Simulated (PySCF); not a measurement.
## CoCl₂ + 2 HCl → CoH₂ + 2 Cl₂

Level: PBE0 in the def2-TZVP basis family, all electrons, no relativity, computed in PySCF with density fitting; open shells unrestricted.

| species | state and structure | E (Eh) | ZPE (kJ/mol) | H(298 K) − H(0) (kJ/mol) | S° (J/(mol K)) |
| --- | --- | --- | --- | --- | --- |
| CoCl₂ | quartet, D∞h, Co–Cl 2.089 Å (×2) | -2302.77655 | 6.1 | 14.3 | 292.8 |
| HCl | singlet, C∞v, H–Cl 1.279 Å | -460.66440 | 17.9 | 8.7 | 186.6 |
| CoH₂ | quartet, D∞h, Co–H 1.603 Å (×2) | -1383.67079 | 27.4 | 9.8 | 213.7 |
| Cl₂ | singlet, D∞h, Cl–Cl 1.982 Å | -920.08940 | 3.5 | 9.1 | 222.5 |

Q: What is the electronic reaction energy?

A: At PBE0/def2-TZVP, ΔE = 671.5 kJ/mol from the differences of the total energies times 2625.5, uphill. 

Q: Add zero-point, thermal and entropy terms for 298.15 K and 1 bar.

A: ΔZPE = -7.5 and Δ[H(298) − H(0)] = -3.7 kJ/mol give ΔH° = 660.3 kJ/mol. ΔS° = -7.3 J/(mol K), so ΔG° = 660.3 − 298.15 × (-0.0073) = 662 kJ/mol.

Open d or f shells are single determinants, so the state found may not be the ground state. Only the bonding shown was studied: isomers, or loss of a ligand pair, can lie lower.
